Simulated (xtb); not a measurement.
xtb input (GFN2-xTB):

```bash
xtb mol.xyz --gfn 2 --sp --chrg 1 --uhf 0
```
mol.xyz:
```
2

Pd    -0.00000000    -0.00000000    -0.03278078
H      0.00000000     0.00000000     1.50791597
```

Output:

```
           -------------------------------------------------
          |                Calculation Setup                |
           -------------------------------------------------

           -------------------------------------------------
          |                 G F N 2 - x T B                 |
           -------------------------------------------------

        Reference                      10.1021/acs.jctc.8b01176
      * Hamiltonian:
        H0-scaling (s, p, d)           1.850000    2.230000    2.230000
        zeta-weighting                 0.500000
      * Dispersion:
        s8                             2.700000
        a1                             0.520000
        a2                             5.000000
        s9                             5.000000
      * Repulsion:
        kExp                           1.500000    1.000000
        rExp                           1.000000
      * Coulomb:
        alpha                          2.000000
        third order                    shell-resolved
        anisotropic                    true
        a3                             3.000000
        a5                             4.000000
        cn-shift                       1.200000
        cn-exp                         4.000000
        max-rad                        5.000000

          ...................................................
          :                      SETUP                      :
          :.................................................:
          :  # basis functions                  11          :
          :  # atomic orbitals                  10          :
          :  # shells                            4          :
          :  # electrons                        10          :
          :  max. iterations                   250          :
          :  Hamiltonian                  GFN2-xTB          :
          :  restarted?                      false          :
          :  GBSA solvation                  false          :
          :  PC potential                    false          :
          :  electronic temp.          300.0000000     K    :
          :  accuracy                    1.0000000          :
          :  -> integral cutoff          0.2500000E+02      :
          :  -> integral neglect         0.1000000E-07      :
          :  -> SCF convergence          0.1000000E-05 Eh   :
          :  -> wf. convergence          0.1000000E-03 e    :
          :  Broyden damping             0.4000000          :
          :  net charge                          1          :
          :  unpaired electrons                  0          :
          ...................................................

 iter      E             dE          RMSdq      gap      omega  full diag
   1     -4.4455619 -0.444556E+01  0.214E+01    0.43       0.0  T
   2     -4.4466830 -0.112106E-02  0.124E+01    0.35       1.0  T
   3     -4.4473885 -0.705495E-03  0.233E+00    0.30       1.0  T
   4     -4.4474445 -0.560615E-04  0.793E-01    0.30       1.0  T
   5     -4.4474670 -0.224056E-04  0.351E-01    0.30       1.0  T
   6     -4.4474727 -0.577314E-05  0.193E-02    0.30       3.7  T
   7     -4.4474728 -0.437299E-07  0.138E-02    0.30       5.1  T
   8     -4.4474728 -0.803145E-08  0.544E-03    0.30      13.0  T
   9     -4.4474728 -0.253848E-09  0.379E-03    0.30      18.7  T
  10     -4.4474728 -0.337198E-09  0.307E-06    0.30   22998.5  T
  11     -4.4474728  0.266454E-14  0.276E-07    0.30  100000.0  T

   *** convergence criteria satisfied after 11 iterations ***

         #    Occupation            Energy/Eh            Energy/eV
      -------------------------------------------------------------
         1        2.0000           -0.7006084             -19.0645
         2        2.0000           -0.6471150             -17.6089
         3        2.0000           -0.6471150             -17.6089
         4        1.9956           -0.6425062             -17.4835
         5        1.9956           -0.6425062             -17.4835 (HOMO)
         6        0.0089           -0.6315545             -17.1855 (LUMO)
         7                         -0.4184539             -11.3867
         8                         -0.2100915              -5.7169
         9                         -0.2100915              -5.7169
        10                          0.5197792              14.1439
      -------------------------------------------------------------
                  HL-Gap            0.0109516 Eh            0.2980 eV
             Fermi-level           -0.6366963 Eh          -17.3254 eV

 SCC (total)                   0 d,  0 h,  0 min,  0.002 sec
 SCC setup                      ...        0 min,  0.000 sec (  4.654%)
 Dispersion                     ...        0 min,  0.000 sec (  1.733%)
 classical contributions        ...        0 min,  0.000 sec (  0.743%)
 integral evaluation            ...        0 min,  0.000 sec ( 14.039%)
 iterations                     ...        0 min,  0.001 sec ( 65.159%)
 molecular gradient             ...        0 min,  0.000 sec (  7.200%)
 printout                       ...        0 min,  0.000 sec (  5.779%)

         :::::::::::::::::::::::::::::::::::::::::::::::::::::
         ::                     SUMMARY                     ::
         :::::::::::::::::::::::::::::::::::::::::::::::::::::
         :: total energy              -4.442672894485 Eh    ::
         :: gradient norm              0.023477101333 Eh/a0 ::
         :: HOMO-LUMO gap              0.298008724909 eV    ::
         ::.................................................::
         :: SCC energy                -4.447472779545 Eh    ::
         :: -> isotropic ES            0.069797138866 Eh    ::
         :: -> anisotropic ES         -0.001401288582 Eh    ::
         :: -> anisotropic XC         -0.007930990051 Eh    ::
         :: -> dispersion             -0.000236726597 Eh    ::
         :: repulsion energy           0.004799885060 Eh    ::
         :: add. restraining           0.000000000000 Eh    ::
         :: total charge               1.000000000000 e     ::
         :::::::::::::::::::::::::::::::::::::::::::::::::::::

           -------------------------------------------------
          |                Property Printout                |
           -------------------------------------------------

    * Orbital Energies and Occupations

         #    Occupation            Energy/Eh            Energy/eV
      -------------------------------------------------------------
         1        2.0000           -0.7006084             -19.0645
         2        2.0000           -0.6471150             -17.6089
         3        2.0000           -0.6471150             -17.6089
         4        1.9956           -0.6425062             -17.4835
         5        1.9956           -0.6425062             -17.4835 (HOMO)
         6        0.0089           -0.6315545             -17.1855 (LUMO)
         7                         -0.4184539             -11.3867
         8                         -0.2100915              -5.7169
         9                         -0.2100915              -5.7169
        10                          0.5197792              14.1439
      -------------------------------------------------------------
                  HL-Gap            0.0109516 Eh            0.2980 eV
             Fermi-level           -0.6366963 Eh          -17.3254 eV

     #   Z          covCN         q      C6AA      α(0)
     1  46 Pd       0.949     0.948   312.721    39.383
     2   1 H        0.949     0.052     2.287     2.364

 Mol. C6AA /au·bohr⁶  :        366.686219
 Mol. C8AA /au·bohr⁸  :      30400.088596
 Mol. α(0) /au        :         41.747169

Wiberg/Mayer (AO) data.
largest (>0.10) Wiberg bond orders for each atom
Note: The following floating-point exceptions are signalling: IEEE_DENORMAL
normal termination of xtb

 ---------------------------------------------------------------------------
     #   Z sym  total        # sym  WBO       # sym  WBO       # sym  WBO
 ---------------------------------------------------------------------------
     1  46 Pd   0.997 --     2 H    0.997
     2   1 H    0.997 --     1 Pd   0.997
 ---------------------------------------------------------------------------

Topologies differ in total number of bonds
Writing topology from bond orders to xtbtopo.mol

molecular dipole:
                 x           y           z       tot (Debye)
 q only:        0.000       0.000       0.091
   full:       -0.000      -0.000      -1.237       3.145
molecular quadrupole (traceless):
                xx          xy          yy          xz          yz          zz
 q only:       -0.214       0.000      -0.214       0.000       0.000       0.429
  q+dip:       -0.720       0.000      -0.720       0.000      -0.000       1.440
   full:        0.259       0.000       0.259      -0.000      -0.000      -0.518

           -------------------------------------------------
          | TOTAL ENERGY               -4.442672894485 Eh   |
          | GRADIENT NORM               0.023477101333 Eh/α |
          | HOMO-LUMO GAP               0.298008724909 eV   |
           -------------------------------------------------

------------------------------------------------------------------------
------------------------------------------------------------------------
 total:
 SCF:
```

This state (charge 1, singlet) is run at the relaxed geometry of the species with charge 0 and multiplicity 2.
